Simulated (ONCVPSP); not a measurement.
Potentials for sulfur compared

Generated with ld1.x 7.5 (TM, RRKJ, ultrasoft, PAW), atompaw 4.2 or ONCVPSP 4.0.1. The cutoff is in Ry: for ld1.x and atompaw files where the sum of valence levels is converged to 10 mRy in a Bessel basis, for ONCV files where the hardest occupied wave has 1 mHa per electron of residual kinetic energy. The error is the largest all-electron minus pseudo excitation energy over each file’s own four to seven test configurations (ionisations up to +4, promotions, holes and added fractions of an electron), all of which were solved. The labels leave out finer settings (local radius, basis sizes, second energies), which also bear on the numbers. Spin-polarised tests are not counted. The rows are a selection from randomly drawn settings: files with unsolved tests, undetermined cutoffs or missed reference levels are left out.

A true bound ghost makes a file unfit for plane-wave use even where its test errors are small: the radial tests pick states by their node count and pass the ghost by.

```csv
potential,cutoff (Ry),largest error (meV),bound ghosts
"ONCV, LDA (Perdew-Wang 92), scalar-relativistic, rc 0.90/0.70/0.70 (spd), local smoothed, core correction yes, reference 2s2 2p6 3s2 3p3, qcut 13.4/16.9/15.5, projectors 2/3/2",258,+536,none
"ONCV, revPBE, non-relativistic, rc 1.55/1.15/1.15 (spd), local d, core correction yes, reference 3s2 3p3.5, qcut 5/7.8/8.9, projectors 2/1/0",61,+17,none
"ONCV, PBE, scalar-relativistic, rc 1.45/1.40/1.35 (spd), local smoothed, core correction no, reference 3s2 3p4, qcut 3.7/7.1/6.6, projectors 3/2/2",124,+184,s
```

Question: Fill in the row for S: ONCV, LDA (Perdew-Zunger), scalar-relativistic, rc 0.95/0.90/0.80 (spd), local smoothed, core correction yes, reference 2s2 2p6 3s2 3p2.5, qcut 14.1/12.4/10.1, projectors 2/2/1.

Answer: cutoff 298 Ry, largest error +1374 meV, bound ghosts: none.

Question: Fill in the row for S: ONCV, PBE, non-relativistic, rc 0.65/0.85 (sp), local smoothed, core correction no, reference 2s2 2p6 3s2 3p4, qcut 17.8/20.4, projectors 2/2.

Answer: cutoff 278 Ry, largest error +8.4 meV, bound ghosts: none.

Question: Fill in the row for S: ONCV, PBE, scalar-relativistic, rc 0.80/0.85/0.60 (spd), local smoothed, core correction yes, reference 2s2 2p6 3s2 3p2.5, qcut 14.7/14.3/18.7, projectors 2/2/2.

Answer: cutoff 197 Ry, largest error +971 meV, bound ghosts: none.
